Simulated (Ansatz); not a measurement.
The cluster VO2⁺ (the lowest singlet isomer of a short search), 3 atoms. Hardware: 4 threads of Arm Neoverse V1 on a shared host.

Correlated methods freeze 7 core orbitals; core or outer-core shells of V are correlated, in sets that lack core-valence functions.

(1) How many basis functions does each of these Ansatz runs have, and roughly what does it cost? PBE-D4/def2-TZVP, charge 1 triplet, energy, from earlier orbitals; PBE-QIDH/def2-TZVP, charge 1 singlet, energy, from earlier orbitals; PBE-QIDH/def2-TZVP, charge 1 triplet, energy, from earlier orbitals; PBE-D4/def2-TZVP, charge 0 doublet at the geometry of the charge 1 singlet, energy, from earlier orbitals; PBE0-D4/def2-SVP, charge 1 singlet, energy, from earlier orbitals; B3LYP-D4/def2-TZVP, charge 1 singlet, energy, from earlier orbitals; PBE0-D4/def2-TZVP, charge 1 unrestricted singlet, energy, from earlier orbitals; PBE with 15 % exact exchange/def2-TZVP, charge 1 quintet, energy, from earlier orbitals; PBE with 15 % exact exchange/def2-TZVP, charge 1 singlet, energy, from earlier orbitals; BLYP-D4/def2-TZVP, charge 1 quintet, energy, from earlier orbitals; r2SCAN0-D4/def2-TZVP, charge 1 singlet, energy, from earlier orbitals; CCSD(T)/def2-TZVPP, charge 1 quintet, energy, from earlier orbitals.

## Answers

(1) Other jobs shared the machine, so times can vary by a factor of up to 3. A dash marks memory too small to be measured apart from the calling script's.

```csv
run,functions,fitting or Cholesky vectors,wall time,peak host memory (GiB)
"PBE0-D4/def2-SVP, charge 1 singlet, energy, from earlier orbitals",59,611,0.6 s,–
"PBE with 15 % exact exchange/def2-TZVP, charge 1 singlet, energy, from earlier orbitals",107,755,0.8 s,–
"PBE-QIDH/def2-TZVP, charge 1 singlet, energy, from earlier orbitals",107,813,1.8 s,–
"B3LYP-D4/def2-TZVP, charge 1 singlet, energy, from earlier orbitals",107,779,1.9 s,–
"PBE-D4/def2-TZVP, charge 1 triplet, energy, from earlier orbitals",107,736,2.3 s,–
"PBE-D4/def2-TZVP, charge 0 doublet at the geometry of the charge 1 singlet, energy, from earlier orbitals",107,736,3 s,–
"PBE with 15 % exact exchange/def2-TZVP, charge 1 quintet, energy, from earlier orbitals",107,755,3 s,–
"r2SCAN0-D4/def2-TZVP, charge 1 singlet, energy, from earlier orbitals",107,809,3.6 s,–
"BLYP-D4/def2-TZVP, charge 1 quintet, energy, from earlier orbitals",107,736,4 s,–
"PBE-QIDH/def2-TZVP, charge 1 triplet, energy, from earlier orbitals",107,811,8 s,–
"PBE0-D4/def2-TZVP, charge 1 unrestricted singlet, energy, from earlier orbitals",107,809,12 s,–
"CCSD(T)/def2-TZVPP, charge 1 quintet, energy, from earlier orbitals",126,858,15 s,1
```
